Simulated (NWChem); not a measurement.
System: C5H8; SMILES C=CC1CC1

The following NWChem deck was run.

```
start job
memory heap 200 mb stack 900 mb global 1100 mb
geometry units angstroms
  C     -0.119056    -2.239671     0.000000
  C      0.375078    -0.998821     0.000000
  C     -0.422654     0.240586     0.000000
  C      0.076520     1.454694    -0.746116
  C      0.076520     1.454694     0.746116
  H     -1.197828    -2.425061     0.000000
  H      0.537435    -3.112913     0.000000
  H      1.464854    -0.860823     0.000000
  H     -1.506565     0.085478     0.000000
  H      1.035043     1.368350    -1.265905
  H     -0.661644     2.068302    -1.269079
  H      1.035043     1.368350     1.265905
  H     -0.661644     2.068302     1.269079
end
basis spherical
  * library def2-svp
end
dft
  xc slater vwn_5
  iterations 150
end
driver
  maxiter 120
end
task dft optimize
task dft freq
```

The level has its own optimisation; frequencies are unscaled. Brackets give each atom's bonded neighbours.

Task: What results follow from this input? (LDA (Slater exchange, VWN5)/def2-SVP.) Quantities: r C–C [C(CCH)–C(CHH)] (Å); r C–H [C(CHH)–H(C)] (Å); r C–C [C(CCCH)–C(CCH)] (Å); r C–H [C(CCH)–H(C)] (Å); highest harmonic frequency (cm⁻¹); lowest (cm⁻¹); zero-point energy (kcal/mol); dipole (D).

Result: 
```json
{
 "r C–C [C(CCH)–C(CHH)] (Å)": "1.338",
 "r C–H [C(CHH)–H(C)] (Å)": "1.104",
 "r C–C [C(CCCH)–C(CCH)] (Å)": "1.463",
 "r C–H [C(CCH)–H(C)] (Å)": "1.110",
 "highest harmonic frequency (cm⁻¹)": "3171",
 "lowest (cm⁻¹)": "125",
 "zero-point energy (kcal/mol)": "69.4",
 "dipole (D)": "0.63"
}
```
